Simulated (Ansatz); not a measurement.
Molecule: sum formula SiN₂H₄F (charge 0, doublet). It need not be the lowest isomer of its formula. 
Geometry from a B3LYP-D3(BJ)/def2-TZVP (Ansatz, a first-principles code) optimisation:
```xyz
8

N     -1.3171    -0.6026     0.5682
Si     0.1617    -0.2736    -0.2419
N      1.3056     0.1039     0.9665
F     -0.2228     0.9360    -1.2476
H     -1.3518    -1.3367     1.2590
H     -2.1884    -0.5272     0.0649
H      2.2958     0.0787     0.7897
H      1.0660     0.6830     1.7590
```
Charge 0, spin multiplicity 2.

Basis-set convergence of Hartree-Fock and CCSD correlation energies (hartree) with Ansatz. Correlated levels leave the core frozen unless marked. UHF or UKS for open shells. Spin-orbit coupling is left out. No relativistic terms.

```
basis        functions       E(HF)  E(corr, CCSD)
-----------  ---------  ----------  -------------
cc-pV(D+d)Z         85  -499.69728       -0.63413
cc-pV(T+d)Z        185  -499.80030       -0.79833
cc-pV(Q+d)Z        349  -499.82380       -0.85427
```

Extrapolating the two largest sets (X = 3 and 4) as X^-3: E(corr) = (64·(-0.85427) - 27·(-0.79833))/37 = -0.8951 Eh, an estimate of the basis-set limit. The largest set recovers 95.4 % of it, the smallest 70.8 %.
